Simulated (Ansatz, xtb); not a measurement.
## Two isomers of CH9ClSi3

Structure a: `C[SiH2][Si@@H]([SiH3])Cl`, a singlet. Structure b: `C[Si@@H](Cl)[SiH2][SiH3]`, a singlet. Both are isolated molecules in the gas phase, relaxed with PBE-D3(BJ)/def2-SVP; each stands in its lowest conformer found.

Q: Which of the two would you expect CCSD(T)/def2-SVP + ΔMP2/def2-TZVPP electronic energies to favour?

A: Structure b; the calculation gives E(b) − E(a) = −11.4 kJ/mol.

How the difference moves with the method:

```tsv
level	geometry	E(b) − E(a) (kJ/mol)	departure from the last row (kJ/mol)	job, with rough time for the two
PBE-D3(BJ)/def2-SVP	PBE-D3(BJ)/def2-SVP	−11.5	−0.1	optimisation, 39 s
HF/def2-SVP	PBE-D3(BJ)/def2-SVP	−11.2	+0.2	part of the CCSD(T) run
MP2/def2-SVP	PBE-D3(BJ)/def2-SVP	−13.4	−2.0	part of the CCSD(T) run
CCSD(T)/def2-SVP	PBE-D3(BJ)/def2-SVP	−12.7	−1.3	single point
CCSD(T)/def2-SVP + ΔMP2/def2-TZVPP	PBE-D3(BJ)/def2-SVP	−11.4		single point, 28 s
```

As drawn, both hold the same kinds of bond in the same numbers.

None of the levels shown reverses the order. The largest departure from CCSD(T)/def2-SVP + ΔMP2/def2-TZVPP is that of MP2/def2-SVP, 2.0 kJ/mol. Levels run at GFN2-xTB geometries aren't shown. The last row adds to CCSD(T) the change of the MP2 difference between the two basis sets, here +1.3 kJ/mol.

With thermal terms from frequencies at re-optimised GFN2-xTB minima (ideal gas, soft modes damped towards free rotors, one conformer each, 298.15 K, 1 atm): the zero-point term adds +0.1 kJ/mol; ΔH is −11.3 and ΔG −10.6 kJ/mol.

The correlated steps freeze 21 core orbitals. Codes used: Ansatz 0.2.0, xtb 6.7.1; the last row on 2 threads of Intel(R) Xeon(R) 6975P-C (Granite Rapids) on a shared host.
